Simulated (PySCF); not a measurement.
Structure problem from calculated spectra and properties.

Elements present: C, H, N and O. Monoisotopic mass: 121.0528 u.

- Rotational structure: rotational constants A, B, C: 3.210, 1.210, 0.908 GHz [GFN2-xTB]
- 13C NMR: chemical shifts (computed TMS as zero) by class: 197.6 (1 C), 154.8 (1 C), 137.2 (1 C), 125.3 (1 C), 45.0 (1 C), 34.2 (1 C), 26.6 (1 C) ppm [GIAO PBE0/pcSseg-1]
- NMR, other nuclei: isotropic shieldings of nuclei other than C and H, by class: -33 (1 N), -351 (1 O) ppm [GIAO PBE0/pcSseg-1]
- Dipole: 4.02 D [PBE0/def2-SVPD]
- 1H NMR: chemical shifts (computed TMS as zero) by class: 7.21 (1 H), 6.25 (1 H), 2.76 (1 H), 2.72 (1 H), 2.66 (1 H), 2.63 (1 H), 2.50 (1 H) ppm [GIAO PBE0/pcSseg-1]
- UV, strongest line: among the 6 lowest singlet transitions: S2 at 5.91 eV (210 nm, f = 0.253) [TDDFT PBE0/def2-SVPD]
- Polarisability: 84.5 au [PBE0/def2-SVPD]

Electronic properties: PySCF, gas phase, density fitting. Levels stand in brackets. NMR shifts are as computed; neighbouring signals can stand in another order in a measured spectrum. Geometry: GFN2-xTB, one conformer, isolated molecule. NMR classes are plain means over equivalent atoms (diastereotopic ones count apart unless rotation or inversion swaps them), as if these changed places fast.

Question: Which formula fits the mass and the elements?

Answer: C7H7NO (calculated 121.0528). No other formula that holds each of these elements comes within 0.0003 u with a fitting electron parity and a possible valence count.

Question: Give a SMILES that accounts for the data.

Answer: Numbering: `[N:1]#[C:2][C@@H:3]1[CH2:4][CH:5]=[CH:6][C:7](=[O:8])[CH2:9]1`. Its formula, C7H7NO, gives 5 degrees of unsaturation: 1 ring and 4 π bonds in the structure found. 7 carbons fall into 7 classes; from least to most shielded: ketone carbonyl carbon [C7] (197.6 ppm), alkene CH carbon [C5] (154.8 ppm), alkene CH carbon [C6] (137.2 ppm), nitrile carbon [C2] (125.3 ppm), sp3 carbon next to a carbonyl [C9] (45.0 ppm), allylic carbon [C4] (34.2 ppm), sp3 carbon next to a nitrile [C3] (26.6 ppm). Hydrogen classes from least to most shielded: 1 H on an alkene CH carbon, C5 (7.21 ppm), 1 H on an alkene CH carbon, C6 (6.25 ppm), 1 H on an sp3 carbon next to a nitrile, C3 (2.76 ppm), 1 H on an sp3 carbon next to a carbonyl, C9 (2.72 ppm), 1 H on an allylic carbon, C4 (2.66 ppm), 1 H on an allylic carbon, C4 (2.63 ppm), 1 H on an sp3 carbon next to a carbonyl, C9 (2.50 ppm). The other shieldings belong to: -33 ppm, nitrile nitrogen [N1]; -351 ppm, ketone oxygen [O8]. The optimised geometry has point group C1 and is an asymmetric top. Structure: `O=C1C[C@H](C#N)CC=C1`. Computed isomers that give other values at the same levels: `C#C/C(C=C)=C/NC=O` (smallest rotational constant: 0.686 GHz; this holds for the one conformer computed); `N#C/C=C\C=C=CCO` (13C chemical shifts (computed TMS as zero) by class: 224.8 (1 C), 154.7 (1 C), 125.5 (1 C), 105.0 (1 C), 99.1 (1 C), 93.3 (1 C), 67.6 (1 C) ppm); `O=CN[C@@]12C=C[C@H]3[C@@H]1[C@H]32` (13C chemical shifts (computed TMS as zero) by class: 160.1 (1 C), 143.2 (1 C), 139.5 (1 C), 59.1 (2 C), 56.0 (1 C), 34.0 (1 C) ppm). The assignments are read from this structure; whether some other isomer fits the data as well wasn't checked. The mirror image fits equally.
